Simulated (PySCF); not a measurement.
Multinuclear NMR of C₄H₉PSi₂

Bonds (- single, = double, # triple, : aromatic): C1=C2, C2-Si3, Si3-Si4, Si4-P5, Si4-C6, C6=C7, C6-C2. C1 carries H8, H9; Si3 carries H10, H11; Si4 carries H12; P5 carries H13, H14; C7 carries H15, H16. Stereochemistry as in C=C1[SiH2][Si@@H](P)C1=C. H15 is cis to C2; H10 is cis to P5 on the ring; H8 is cis to Si3; H16 is trans to C2; H11 is trans to P5 on the ring; H9 is trans to Si3.

Non-relativistic Hamiltonian, isolated molecule, one computed conformer, fast rotation and ring inversion assumed for equivalent nuclei. Geometry: GFN2-xTB; shieldings: GIAO PBE0/pcSseg-1; PySCF 2.14.0 with density-fitted response routines.

Task: Predict the $^{31}$P NMR data.

Result: 
```
atoms                   environment  σ (ppm)  δ (ppm)
   P5  phosphorus bonded to Si, 2 H    608.7   -234.2
```

Shieldings were converted by a linear fit to measured shifts: $^{31}$P: δ = 270.09 − 0.828σ (rms 18.1 ppm, 64 shifts vs H3PO4, solution or neat liquid). A few per cent of atoms miss by over 2 rms, more outside the fitted compound classes.

On a 400 MHz spectrometer $^{31}$P resonates near 161.9 MHz, so 1 ppm is 161.9 Hz.

Task: Where does $^{29}$Si resonate?

Result: 
```json
{"atoms": "Si4", "environment": "silicon bonded to C, P, Si, H, in a 4-membered ring", "σ (ppm)": "386.1", "δ (ppm)": "-37.4"}
{"atoms": "Si3", "environment": "silicon bonded to C, Si, 2 H, in a 4-membered ring", "σ (ppm)": "403.4", "δ (ppm)": "-51.6"}
```

Shieldings were converted by a linear fit to measured shifts: $^{29}$Si: δ = 279.94 − 0.822σ (rms 8.9 ppm, 72 shifts, 25.8 ppm with the 6 outliers that the fit left out vs TMS, solution or neat liquid). A few per cent of atoms miss by over 2 rms, more outside the fitted compound classes.

On a 500 MHz spectrometer $^{29}$Si resonates near 99.3 MHz, so 1 ppm is 99.3 Hz.
